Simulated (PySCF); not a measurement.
Species: adiponitrile, C6H8N2.
Geometry (PBE0-D3(BJ)/def2-SVP, Å), atoms numbered from 1 in this order:
```
atom  x, y, z in Å
N1    -3.2686    1.4124    0.3004
C2    -2.6214    0.4695    0.1233
C3    -1.7623   -0.6916   -0.0827
C4    -0.3489   -0.4850    0.4663
C5     0.3871    0.6707   -0.1951
C6     1.8005    0.8771    0.3540
C7     2.6598   -0.2837    0.1468
N8     3.3074   -1.2261   -0.0314
H9    -1.7300   -0.9060   -1.1639
H10   -2.2382   -1.5621    0.3955
H11    0.2134   -1.4213    0.3207
H12   -0.4042   -0.3182    1.5549
H13   -0.1752    1.6071   -0.0495
H14    0.4423    0.5038   -1.2837
H15    2.2762    1.7482   -0.1234
H16    1.7682    1.0904    1.4354
```

Computed with PySCF at B3LYP/def2-SVPD, non-relativistic, on one gas-phase PBE0-D3(BJ)/def2-SVP geometry that isn't relaxed in the solvent. The solvent is an IEF-PCM continuum (van der Waals radii × 1.2), and excitations are vertical TDDFT with non-equilibrium linear response and a frozen core. Specific hydrogen bonds and non-electrostatic terms are outside this model.

| run | E − E(gas) (kcal/mol) | HOMO (eV) | HOMO–LUMO gap (eV) | dipole (D) | lowest singlet (eV) | static polarisability (au) |
| --- | --- | --- | --- | --- | --- | --- |
| gas | 0.00 | -9.29 | 8.97 | 0.00 | 7.61 | 78.0 |
| P | -5.12 | -9.21 | 9.09 | 0.00 | 7.66 | 86.7 |
| Q | -12.56 | -9.09 | 9.17 | 0.01 | 7.70 | 103.0 |

Problem. The runs were made in cyclohexane and methanol. Which run belongs to which solvent?

Solution. P = cyclohexane, Q = methanol. The dielectric constants are 2.017 (cyclohexane), 32.61 (methanol), and the energy falls further as ε rises. The optical constants n² used for the excitations are 2.04, 1.77 in the same order. In this model the ground state sees the solvent through ε alone.

Problem. How constant is the ratio of the lowering to (ε − 1)/(2ε + 1)?

Solution. 
```csv
solvent,(ε − 1)/(2ε + 1),E − E(gas) (kcal/mol),ratio (kcal/mol),polarisation term (kcal/mol)
cyclohexane,0.202,-5.12,-25.4,-5.62
methanol,0.477,-12.56,-26.3,-15.62
```

The ratio changes by +3.7 % in size from cyclohexane to methanol. The polarisation term is half the interaction of the solute with the induced surface charges.

The run took about 60 s of CPU time (one thread, shared machine). This is the whole response run at B3LYP/def2-SVPD in methanol, SCF included.
